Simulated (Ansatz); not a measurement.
Start from `CC(C)[Si]Cl` and change one atom or group to get `CC(C)N`.

Ansatz, PBE0-D4/def2-TZVP geometries, multiplicity 1. Each molecule was computed in one conformer, which needn't be the lowest.

```
                                        property  `CC(C)[Si]Cl`
              HOMO energy (PBE0/def2-TZVPP) / eV          -6.43
         HOMO–LUMO gap (ωB97M-V/def2-TZVPP) / eV           8.05
             HOMO–LUMO gap (PBE/def2-TZVPP) / eV           2.12
              LUMO energy (PBE0/def2-TZVPP) / eV          -2.43
  size of the dipole moment (PBE/def2-TZVPP) / D           1.87
size of the dipole moment (B3LYP/def2-TZVPP) / D           1.89
```

Problem. Give the same properties after the change, and the shifts. (Best estimate.)

Solution. The calculation gave: 
```json
{"property": "HOMO energy (PBE0/def2-TZVPP) / eV", "`CC(C)N`": "-6.82", "shift": "-0.39"}
{"property": "HOMO–LUMO gap (ωB97M-V/def2-TZVPP) / eV", "`CC(C)N`": "11.65", "shift": "3.60"}
{"property": "HOMO–LUMO gap (PBE/def2-TZVPP) / eV", "`CC(C)N`": "5.53", "shift": "3.41"}
{"property": "LUMO energy (PBE0/def2-TZVPP) / eV", "`CC(C)N`": "1.00", "shift": "3.43"}
{"property": "size of the dipole moment (PBE/def2-TZVPP) / D", "`CC(C)N`": "1.21", "shift": "-0.66"}
{"property": "size of the dipole moment (B3LYP/def2-TZVPP) / D", "`CC(C)N`": "1.24", "shift": "-0.65"}
```

With PBE0 the HOMO falls by 0.39 eV and the LUMO rises by 3.43 eV, so the gap widens by about 3.82 eV. PBE moves the HOMO by 0.02 eV and ωB97M-V by -0.74 eV. The zero-point energy changes by 69.5 kJ/mol with +3 modes. Dipoles are sizes alone; their direction can turn.

B3LYP here is the variant with VWN-RPA as its local correlation; programs differ in this.
